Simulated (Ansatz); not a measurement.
Program: Ansatz. Geometries: PBE0-D4/def2-TZVP. ΔE: electronic, gas phase. CCSD(T)/CBS is the MP2 limit (def2-TZVPP, def2-QZVPP) plus CCSD(T) − MP2 in def2-TZVPP, frozen cores. DFT in def2-TZVPP. B3LYP here is the variant with VWN-RPA as its local correlation; programs differ in this. For Br, Ga outer-core shells are correlated without core-valence functions, which leaves a few kJ/mol of doubt a bond. Scalar relativity is left out up to krypton. Each species was taken in one conformer, which may not be the lowest.

Reaction (cleavage of the Al–Ga bond): `[SiH3][O][Al]([Cl])[GaH2]` + HBr → `[SiH3][O][Al]([Cl])[Br]` + `[GaH3]`

```
       level  ΔE (kJ/mol)
  r2SCANh-D4       -125.5
CAM-B3LYP-D4       -121.9
     ωB97M-V       -124.6
       B3LYP       -116.4
```

Problem. What does CCSD(T)/CBS give? (Estimate.)

Solution. The calculation gave: -121.5 kJ/mol. The listed levels differ from it by -4.0, -0.4, -3.1, 5.1 kJ/mol.

Largest T1 diagnostic among the species: 0.013.

In def2-TZVPP, CCSD(T) changes the Hartree–Fock value by +21.1 kJ/mol (the triples alone add +2.0 kJ/mol) and MP2 by +10.5 kJ/mol. At CCSD(T), def2-SVP lies −3.1 kJ/mol from the extrapolated value and def2-TZVPP +1.7 kJ/mol.
